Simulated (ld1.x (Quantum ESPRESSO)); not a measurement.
## An all-electron radial function and its pseudo partner (scandium (Sc))

Columns: radius, all-electron u(r) and pseudo u(r) of the 3d shell (level -3.23 eV) of scandium in the configuration [Ne] 3s2 3p6 3d1 4s2 4p0; PBE, scalar-relativistic, TM scheme, ld1.x (Quantum ESPRESSO) 7.5.

```csv
r (bohr),all-electron,pseudo
0.113,0.0317,0.0039
0.225,0.1374,0.0293
0.338,0.2744,0.0916
0.450,0.4044,0.1931
0.563,0.5136,0.3262
0.675,0.5968,0.4695
0.788,0.6556,0.6029
0.900,0.6914,0.7053
1.013,0.7089,0.7687
1.125,0.7120,0.7924
1.238,0.7047,0.7843
1.350,0.6901,0.7558
1.463,0.6703,0.7168
1.575,0.6475,0.6759
1.688,0.6227,0.6371
1.800,0.5971,0.6030
1.913,0.5711,0.5728
2.025,0.5456,0.5459
2.138,0.5205,0.5205
2.250,0.4963,0.4963
2.363,0.4730,0.4730
2.475,0.4509,0.4509
2.588,0.4296,0.4296
2.700,0.4096,0.4096
2.813,0.3904,0.3904
2.925,0.3721,0.3721
```

(1) How many radial nodes do the two functions have?

(2) At about which radius was the pseudo-wave matched?

(3) Is the pseudo-wave norm-conserving?

## Answers

(1) The all-electron 3d function has n − l − 1 = 0; the pseudo-wave has 0.

(2) 2.25 bohr. The columns agree to 0.0005 from 2.02 bohr on; several derivatives are matched, so the curves merge somewhat inside the radius.

(3) Yes: the TM scheme keeps the norm inside the radius equal to the all-electron one, which fixes the energy derivative of the logarithmic derivative at the level.
